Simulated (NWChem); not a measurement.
Species: CH₄F₂GaN; SMILES [Ga]([NH]C)([F])[F]

```xyz
9

Ga     0.0109    -0.3844    -0.0006
F      0.9790    -1.8407    -0.0036
F     -1.7241    -0.6112     0.0038
N      0.7373     1.2664     0.0198
C      0.0088     2.5296    -0.0106
H      1.7458     1.3464    -0.0060
H      0.2211     3.1039    -0.9230
H      0.2535     3.1580     0.8566
H     -1.0667     2.3325     0.0152
```
Atoms are numbered in this order, from 1.

Program: NWChem. Pople sets run with spherical d functions. Geometry: optimised at B3LYP/6-31G* (spherical d). Total energies compare along this basis series because the functional is fixed.

```json
[
 {"level": "Hartree-Fock/STO-3G", "basis functions": "42", "energy (Ha)": "-2190.4658", "highest occupied level (eV)": "-7.70", "orbital gap (eV)": "14.31", "dipole (D)": "1.67"},
 {"level": "Hartree-Fock/3-21G", "basis functions": "66", "energy (Ha)": "-2205.9222", "highest occupied level (eV)": "-10.42", "orbital gap (eV)": "13.05", "dipole (D)": "3.37"},
 {"level": "Hartree-Fock/6-31G*", "basis functions": "96", "energy (Ha)": "-2216.5759", "highest occupied level (eV)": "-10.69", "orbital gap (eV)": "12.78", "dipole (D)": "3.33"},
 {"level": "Hartree-Fock/6-311G**", "basis functions": "140", "energy (Ha)": "-2216.9059", "highest occupied level (eV)": "-10.78", "orbital gap (eV)": "12.87", "dipole (D)": "3.54"}
]
```
